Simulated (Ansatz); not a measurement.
Molecular dynamics of BClFH2N

The input (input.yaml):

```yaml
crystal:
  periodic: [false, false, false]
  atoms:
    - { symbol: B, position_ang: [-0.016239, 0.011117, 0.080483] }
    - { symbol: "N", position_ang: [-0.016126, -0.001447, 1.464377] }
    - { symbol: H, position_ang: [-0.848874, -0.081866, 2.01173] }
    - { symbol: H, position_ang: [0.833093, 0.070623, 1.990361] }
    - { symbol: F, position_ang: [1.111572, 0.119446, -0.597836] }
    - { symbol: Cl, position_ang: [-1.531126, -0.117874, -0.829116] }
basis:
  gaussian: { orbitals: "6-31G*" }
hamiltonian:
  xc: { name: BHLYP }
md:
  timestep: 1.0
  n_steps: 166
  ensemble: nvt_nose_hoover
  temperature: 200.0
  initial_velocities: maxwell_boltzmann
  seed: 214504
  nose_hoover: { tau: 50.0, chain_length: 5 }
```

Launched with:

```bash
$ ansatz run input.yaml --threads 1 --pin off --max-ram 2048MiB --backend cpu --events-out ev --progress --plain --runs-dir out
```

It starts from a relaxed structure.

Output, in part (one step line in 2, the closing report, with atoms numbered from 0):

```
md step     0: t =     0.00 fs  T =   200.0 K  F+E_penalty+E_count = -17439.81316018 eV  E_kin = 0.103408 eV  conserved = -17439.70975218 eV  (25 SCF iters)
md step     2: t =     2.00 fs  T =   128.1 K  F+E_penalty+E_count = -17439.77144655 eV  E_kin = 0.066212 eV  conserved = -17439.70524656 eV  (32 SCF iters)
md step     4: t =     4.00 fs  T =   146.3 K  F+E_penalty+E_count = -17439.78488590 eV  E_kin = 0.075669 eV  conserved = -17439.70930525 eV  (32 SCF iters)
md step     6: t =     6.00 fs  T =    72.0 K  F+E_penalty+E_count = -17439.74264261 eV  E_kin = 0.037238 eV  conserved = -17439.70561207 eV  (32 SCF iters)
md step     8: t =     8.00 fs  T =   109.9 K  F+E_penalty+E_count = -17439.76456981 eV  E_kin = 0.056829 eV  conserved = -17439.70812124 eV  (33 SCF iters)
md step    10: t =    10.00 fs  T =    96.9 K  F+E_penalty+E_count = -17439.75623152 eV  E_kin = 0.050106 eV  conserved = -17439.70683496 eV  (32 SCF iters)
md step    12: t =    12.00 fs  T =   112.8 K  F+E_penalty+E_count = -17439.76561994 eV  E_kin = 0.058323 eV  conserved = -17439.70835696 eV  (32 SCF iters)
md step    14: t =    14.00 fs  T =    83.9 K  F+E_penalty+E_count = -17439.74897245 eV  E_kin = 0.043362 eV  conserved = -17439.70717200 eV  (31 SCF iters)
md step    16: t =    16.00 fs  T =    49.3 K  F+E_penalty+E_count = -17439.72997577 eV  E_kin = 0.025492 eV  conserved = -17439.70634997 eV  (26 SCF iters)
md step    18: t =    18.00 fs  T =    72.0 K  F+E_penalty+E_count = -17439.74350076 eV  E_kin = 0.037209 eV  conserved = -17439.70862786 eV  (31 SCF iters)
md step    20: t =    20.00 fs  T =    54.4 K  F+E_penalty+E_count = -17439.73125359 eV  E_kin = 0.028133 eV  conserved = -17439.70587733 eV  (25 SCF iters)
md step    22: t =    22.00 fs  T =   113.4 K  F+E_penalty+E_count = -17439.76382785 eV  E_kin = 0.058652 eV  conserved = -17439.70880133 eV  (31 SCF iters)
md step    24: t =    24.00 fs  T =    68.1 K  F+E_penalty+E_count = -17439.73639778 eV  E_kin = 0.035227 eV  conserved = -17439.70568888 eV  (32 SCF iters)
md step    26: t =    26.00 fs  T =   110.0 K  F+E_penalty+E_count = -17439.76036276 eV  E_kin = 0.056849 eV  conserved = -17439.70905563 eV  (31 SCF iters)
md step    28: t =    28.00 fs  T =    56.3 K  F+E_penalty+E_count = -17439.72740974 eV  E_kin = 0.029111 eV  conserved = -17439.70489680 eV  (32 SCF iters)
md step    30: t =    30.00 fs  T =   122.0 K  F+E_penalty+E_count = -17439.76432362 eV  E_kin = 0.063085 eV  conserved = -17439.70900454 eV  (31 SCF iters)
md step    32: t =    32.00 fs  T =   103.0 K  F+E_penalty+E_count = -17439.74965104 eV  E_kin = 0.053249 eV  conserved = -17439.70590608 eV  (32 SCF iters)
md step    34: t =    34.00 fs  T =   147.7 K  F+E_penalty+E_count = -17439.77280079 eV  E_kin = 0.076369 eV  conserved = -17439.70779007 eV  (32 SCF iters)
md step    36: t =    36.00 fs  T =   132.3 K  F+E_penalty+E_count = -17439.76139013 eV  E_kin = 0.068410 eV  conserved = -17439.70684655 eV  (30 SCF iters)
md step    38: t =    38.00 fs  T =   128.8 K  F+E_penalty+E_count = -17439.75814609 eV  E_kin = 0.066586 eV  conserved = -17439.70747226 eV  (31 SCF iters)
md step    40: t =    40.00 fs  T =   126.2 K  F+E_penalty+E_count = -17439.75367512 eV  E_kin = 0.065248 eV  conserved = -17439.70681829 eV  (31 SCF iters)
md step    42: t =    42.00 fs  T =   123.3 K  F+E_penalty+E_count = -17439.74904981 eV  E_kin = 0.063745 eV  conserved = -17439.70587256 eV  (32 SCF iters)
md step    44: t =    44.00 fs  T =   174.9 K  F+E_penalty+E_count = -17439.77540235 eV  E_kin = 0.090406 eV  conserved = -17439.70865452 eV  (30 SCF iters)
md step    46: t =    46.00 fs  T =   134.3 K  F+E_penalty+E_count = -17439.74819655 eV  E_kin = 0.069432 eV  conserved = -17439.70543221 eV  (31 SCF iters)
md step    48: t =    48.00 fs  T =   158.5 K  F+E_penalty+E_count = -17439.76011465 eV  E_kin = 0.081961 eV  conserved = -17439.70796288 eV  (32 SCF iters)
md step    50: t =    50.00 fs  T =   106.2 K  F+E_penalty+E_count = -17439.72729277 eV  E_kin = 0.054919 eV  conserved = -17439.70492816 eV  (25 SCF iters)
md step    52: t =    52.00 fs  T =   169.6 K  F+E_penalty+E_count = -17439.76025298 eV  E_kin = 0.087709 eV  conserved = -17439.70799667 eV  (30 SCF iters)
md step    54: t =    54.00 fs  T =   157.8 K  F+E_penalty+E_count = -17439.74760926 eV  E_kin = 0.081570 eV  conserved = -17439.70524651 eV  (31 SCF iters)
md step    56: t =    56.00 fs  T =   188.1 K  F+E_penalty+E_count = -17439.76235525 eV  E_kin = 0.097271 eV  conserved = -17439.70801738 eV  (31 SCF iters)
md step    58: t =    58.00 fs  T =   127.5 K  F+E_penalty+E_count = -17439.72509245 eV  E_kin = 0.065903 eV  conserved = -17439.70577062 eV  (31 SCF iters)
md step    60: t =    60.00 fs  T =    96.6 K  F+E_penalty+E_count = -17439.70693538 eV  E_kin = 0.049927 eV  conserved = -17439.70584328 eV  (31 SCF iters)
md step    62: t =    62.00 fs  T =    97.0 K  F+E_penalty+E_count = -17439.70537400 eV  E_kin = 0.050166 eV  conserved = -17439.70636573 eV  (30 SCF iters)
md step    64: t =    64.00 fs  T =   116.0 K  F+E_penalty+E_count = -17439.71275482 eV  E_kin = 0.059954 eV  conserved = -17439.70610979 eV  (31 SCF iters)
md step    66: t =    66.00 fs  T =   162.7 K  F+E_penalty+E_count = -17439.73460239 eV  E_kin = 0.084120 eV  conserved = -17439.70708728 eV  (30 SCF iters)
md step    68: t =    68.00 fs  T =   123.8 K  F+E_penalty+E_count = -17439.70928552 eV  E_kin = 0.064033 eV  conserved = -17439.70494451 eV  (31 SCF iters)
md step    70: t =    70.00 fs  T =   127.3 K  F+E_penalty+E_count = -17439.71066274 eV  E_kin = 0.065829 eV  conserved = -17439.70723251 eV  (31 SCF iters)
md step    72: t =    72.00 fs  T =    80.8 K  F+E_penalty+E_count = -17439.68163510 eV  E_kin = 0.041781 eV  conserved = -17439.70434022 eV  (30 SCF iters)
md step    74: t =    74.00 fs  T =   147.5 K  F+E_penalty+E_count = -17439.71607098 eV  E_kin = 0.076255 eV  conserved = -17439.70651399 eV  (30 SCF iters)
md step    76: t =    76.00 fs  T =   175.3 K  F+E_penalty+E_count = -17439.72589504 eV  E_kin = 0.090627 eV  conserved = -17439.70515868 eV  (31 SCF iters)
md step    78: t =    78.00 fs  T =   220.3 K  F+E_penalty+E_count = -17439.74694041 eV  E_kin = 0.113905 eV  conserved = -17439.70636490 eV  (31 SCF iters)
md step    80: t =    80.00 fs  T =   199.6 K  F+E_penalty+E_count = -17439.73182714 eV  E_kin = 0.103187 eV  conserved = -17439.70554132 eV  (31 SCF iters)
md step    82: t =    82.00 fs  T =   167.3 K  F+E_penalty+E_count = -17439.71187933 eV  E_kin = 0.086501 eV  conserved = -17439.70486602 eV  (31 SCF iters)
md step    84: t =    84.00 fs  T =   184.9 K  F+E_penalty+E_count = -17439.71970935 eV  E_kin = 0.095625 eV  conserved = -17439.70601223 eV  (26 SCF iters)
md step    86: t =    86.00 fs  T =   192.5 K  F+E_penalty+E_count = -17439.71922947 eV  E_kin = 0.099521 eV  conserved = -17439.70384972 eV  (31 SCF iters)
md step    88: t =    88.00 fs  T =   287.1 K  F+E_penalty+E_count = -17439.76876417 eV  E_kin = 0.148448 eV  conserved = -17439.70712007 eV  (31 SCF iters)
md step    90: t =    90.00 fs  T =   261.8 K  F+E_penalty+E_count = -17439.75041438 eV  E_kin = 0.135371 eV  conserved = -17439.70441546 eV  (31 SCF iters)
md step    92: t =    92.00 fs  T =   269.4 K  F+E_penalty+E_count = -17439.75527739 eV  E_kin = 0.139303 eV  conserved = -17439.70739624 eV  (31 SCF iters)
md step    94: t =    94.00 fs  T =   159.3 K  F+E_penalty+E_count = -17439.69271117 eV  E_kin = 0.082367 eV  conserved = -17439.70319535 eV  (31 SCF iters)
md step    96: t =    96.00 fs  T =   173.3 K  F+E_penalty+E_count = -17439.70160028 eV  E_kin = 0.089602 eV  conserved = -17439.70577827 eV  (31 SCF iters)
md step    98: t =    98.00 fs  T =   171.1 K  F+E_penalty+E_count = -17439.69879122 eV  E_kin = 0.088463 eV  conserved = -17439.70513585 eV  (30 SCF iters)
md step   100: t =   100.00 fs  T =   195.0 K  F+E_penalty+E_count = -17439.71091453 eV  E_kin = 0.100823 eV  conserved = -17439.70580832 eV  (31 SCF iters)
md step   102: t =   102.00 fs  T =   172.4 K  F+E_penalty+E_count = -17439.69777759 eV  E_kin = 0.089154 eV  conserved = -17439.70532512 eV  (30 SCF iters)
md step   104: t =   104.00 fs  T =   117.6 K  F+E_penalty+E_count = -17439.66721083 eV  E_kin = 0.060815 eV  conserved = -17439.70371786 eV  (31 SCF iters)
md step   106: t =   106.00 fs  T =   151.9 K  F+E_penalty+E_count = -17439.68742160 eV  E_kin = 0.078522 eV  conserved = -17439.70692552 eV  (30 SCF iters)
md step   108: t =   108.00 fs  T =   112.2 K  F+E_penalty+E_count = -17439.66173711 eV  E_kin = 0.058003 eV  conserved = -17439.70237717 eV  (32 SCF iters)
md step   110: t =   110.00 fs  T =   207.6 K  F+E_penalty+E_count = -17439.71569075 eV  E_kin = 0.107362 eV  conserved = -17439.70784907 eV  (30 SCF iters)
md step   112: t =   112.00 fs  T =   143.7 K  F+E_penalty+E_count = -17439.67643236 eV  E_kin = 0.074322 eV  conserved = -17439.70250288 eV  (32 SCF iters)
md step   114: t =   114.00 fs  T =   219.1 K  F+E_penalty+E_count = -17439.71932872 eV  E_kin = 0.113269 eV  conserved = -17439.70735025 eV  (32 SCF iters)
md step   116: t =   116.00 fs  T =   142.0 K  F+E_penalty+E_count = -17439.67357046 eV  E_kin = 0.073415 eV  conserved = -17439.70236121 eV  (32 SCF iters)
md step   118: t =   118.00 fs  T =   219.8 K  F+E_penalty+E_count = -17439.71829719 eV  E_kin = 0.113626 eV  conserved = -17439.70768053 eV  (25 SCF iters)
md step   120: t =   120.00 fs  T =   197.4 K  F+E_penalty+E_count = -17439.70113100 eV  E_kin = 0.102039 eV  conserved = -17439.70312929 eV  (31 SCF iters)
md step   122: t =   122.00 fs  T =   264.7 K  F+E_penalty+E_count = -17439.73706506 eV  E_kin = 0.136854 eV  conserved = -17439.70518531 eV  (31 SCF iters)
md step   124: t =   124.00 fs  T =   283.9 K  F+E_penalty+E_count = -17439.74714858 eV  E_kin = 0.146782 eV  conserved = -17439.70644533 eV  (30 SCF iters)
md step   126: t =   126.00 fs  T =   239.5 K  F+E_penalty+E_count = -17439.72119546 eV  E_kin = 0.123839 eV  conserved = -17439.70416406 eV  (31 SCF iters)
md step   128: t =   128.00 fs  T =   243.2 K  F+E_penalty+E_count = -17439.72389231 eV  E_kin = 0.125735 eV  conserved = -17439.70563031 eV  (31 SCF iters)
md step   130: t =   130.00 fs  T =   189.4 K  F+E_penalty+E_count = -17439.69230817 eV  E_kin = 0.097953 eV  conserved = -17439.70226595 eV  (32 SCF iters)
md step   132: t =   132.00 fs  T =   290.7 K  F+E_penalty+E_count = -17439.75067567 eV  E_kin = 0.150304 eV  conserved = -17439.70879691 eV  (31 SCF iters)
md step   134: t =   134.00 fs  T =   178.6 K  F+E_penalty+E_count = -17439.68428644 eV  E_kin = 0.092318 eV  conserved = -17439.70075352 eV  (31 SCF iters)
md step   136: t =   136.00 fs  T =   240.8 K  F+E_penalty+E_count = -17439.72405597 eV  E_kin = 0.124489 eV  conserved = -17439.70866483 eV  (30 SCF iters)
md step   138: t =   138.00 fs  T =   102.1 K  F+E_penalty+E_count = -17439.64462585 eV  E_kin = 0.052789 eV  conserved = -17439.70116097 eV  (32 SCF iters)
md step   140: t =   140.00 fs  T =   205.5 K  F+E_penalty+E_count = -17439.70335842 eV  E_kin = 0.106231 eV  conserved = -17439.70671938 eV  (31 SCF iters)
md step   142: t =   142.00 fs  T =   186.9 K  F+E_penalty+E_count = -17439.68949790 eV  E_kin = 0.096626 eV  conserved = -17439.70288532 eV  (30 SCF iters)
md step   144: t =   144.00 fs  T =   270.6 K  F+E_penalty+E_count = -17439.73779343 eV  E_kin = 0.139916 eV  conserved = -17439.70829285 eV  (31 SCF iters)
md step   146: t =   146.00 fs  T =   187.4 K  F+E_penalty+E_count = -17439.68981039 eV  E_kin = 0.096892 eV  conserved = -17439.70372287 eV  (31 SCF iters)
md step   148: t =   148.00 fs  T =   132.2 K  F+E_penalty+E_count = -17439.66079792 eV  E_kin = 0.068343 eV  conserved = -17439.70347276 eV  (32 SCF iters)
md step   150: t =   150.00 fs  T =   147.7 K  F+E_penalty+E_count = -17439.67197529 eV  E_kin = 0.076372 eV  conserved = -17439.70694641 eV  (31 SCF iters)
md step   152: t =   152.00 fs  T =   137.6 K  F+E_penalty+E_count = -17439.66221995 eV  E_kin = 0.071156 eV  conserved = -17439.70269779 eV  (26 SCF iters)
md step   154: t =   154.00 fs  T =   262.6 K  F+E_penalty+E_count = -17439.73069396 eV  E_kin = 0.135757 eV  conserved = -17439.70722283 eV  (30 SCF iters)
md step   156: t =   156.00 fs  T =   195.0 K  F+E_penalty+E_count = -17439.68983504 eV  E_kin = 0.100827 eV  conserved = -17439.70186041 eV  (32 SCF iters)
md step   158: t =   158.00 fs  T =   276.7 K  F+E_penalty+E_count = -17439.73881702 eV  E_kin = 0.143076 eV  conserved = -17439.70919195 eV  (31 SCF iters)
md step   160: t =   160.00 fs  T =   118.8 K  F+E_penalty+E_count = -17439.64690542 eV  E_kin = 0.061448 eV  conserved = -17439.69932903 eV  (32 SCF iters)
md step   162: t =   162.00 fs  T =   234.1 K  F+E_penalty+E_count = -17439.71541686 eV  E_kin = 0.121039 eV  conserved = -17439.70867862 eV  (30 SCF iters)
md step   164: t =   164.00 fs  T =   168.3 K  F+E_penalty+E_count = -17439.67371841 eV  E_kin = 0.087040 eV  conserved = -17439.70148695 eV  (32 SCF iters)
md step   166: t =   166.00 fs  T =   295.1 K  F+E_penalty+E_count = -17439.74384302 eV  E_kin = 0.152556 eV  conserved = -17439.70664287 eV  (25 SCF iters)
Total energy: -17439.74396322 eV, -640.8987695651 hartree
Atom 0 at    -0.017636    -0.027840     0.093538 Å, force     0.106876     0.545614     0.623644 eV/Å
Atom 1 at     0.001375     0.008807     1.494329 Å, force    -1.145647    -0.350527     0.118626 eV/Å
Atom 2 at    -0.873733    -0.150201     2.006273 Å, force     1.062053     0.275286    -0.405953 eV/Å
Atom 3 at     0.812827     0.177420     2.076102 Å, force    -0.362432    -0.183769    -0.494840 eV/Å
Atom 4 at     1.085066     0.121537    -0.604426 Å, force     0.391590    -0.084251    -0.083018 eV/Å
Atom 5 at    -1.522127    -0.112260    -0.843683 Å, force    -0.052440    -0.202355     0.241541 eV/Å
Dipole moment:     0.094894    -0.013356     0.631341 e Å
```

All steps were run. The conserved energy stayed within 1.8 meV per atom of its start (net change 0.52 meV per atom), so the integration is sound. A run of 0.17 ps of so small a system gives no equilibrium averages.

The same pairs are bonded in the first frame and the last. Pairs count as bonded within 1.25 times the sum of covalent radii (0.12 Å more for H–H).

Last frame:

```xyz
6
Properties=species:S:1:pos:R:3
B -0.018 -0.028 0.093
N 0.001 0.009 1.494
H -0.874 -0.150 2.006
H 0.813 0.177 2.076
F 1.085 0.121 -0.604
Cl -1.522 -0.112 -0.844
```

Run time: 4.6 min on 1 thread of Intel(R) Xeon(R) Platinum 8488C (Sapphire Rapids), with other jobs on the host, peak memory 0.14 GiB.
